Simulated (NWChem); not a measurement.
**Lowest excitation of HGa**

```xyz
2

Ga     0.0000     0.0000     0.0529
H      0.0000     0.0000    -1.6386
```
Charge 0, spin multiplicity 1.

All runs are NWChem calculations. The geometry was optimised at B3LYP/def2-SVP, a minimum by its harmonic frequencies.

Basis set: def2-SVPD. CR-EOMCCSD(T) is the triples correction to the same EOM-CCSD root.

| method | lowest vertical singlet excitation energy (eV) | difference from EOM-CCSD |
|---|---|---|
| CIS | 3.18 | +0.14 |
| TDA-CAM-B3LYP | 3.00 | -0.03 |
| TD-PBE | 2.86 | -0.18 |
| TD-B3LYP | 2.93 | -0.10 |
| EOM-CCSD | 3.03 | 0.00 |
| CR-EOMCCSD(T) | 2.98 | -0.05 |

The values span 0.32 eV, from TD-PBE (lowest) to CIS (highest). 

The Hamiltonian is non-relativistic. The correlated methods keep 9 core orbitals frozen. B3LYP has NWChem's definition, with VWN1-RPA local correlation. The structure started from a generated list of species. No row is a measurement; the coupled-cluster row has its own basis-set and correlation limits.
